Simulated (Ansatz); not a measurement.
Cartesian coordinates (Å):
```xyz
9

O     -1.1268    -0.4848     0.6459
C     -0.0111    -0.0005    -0.0106
O      1.0928    -0.3411     0.7481
O     -0.0094    -0.5498    -1.2789
O     -0.0008     1.3739    -0.1574
H     -1.0233    -0.2708     1.5789
H      1.8386     0.1642     0.4085
H     -0.2202    -1.4844    -1.1845
H     -0.6407     1.5918    -0.8429
```
Charge 0, multiplicity 1.

Method: frozen-core CCSD(T)/cc-pVTZ // PBE0-D4/def2-TZVP (Ansatz, a first-principles code).

```yaml
HF energy: -339.80639 Ha
MP2 correlation energy: -1.12441 Ha
```

### Question
Estimate the CCSD correlation energy, the (T) correction, the total energy and the T1 diagnostic.

### Answer

The CCSD correlation energy is -1.13389 Ha and the (T) correction is -0.04186 Ha. The CCSD(T) total energy is -340.98213 Ha and the T1 diagnostic is 0.010.
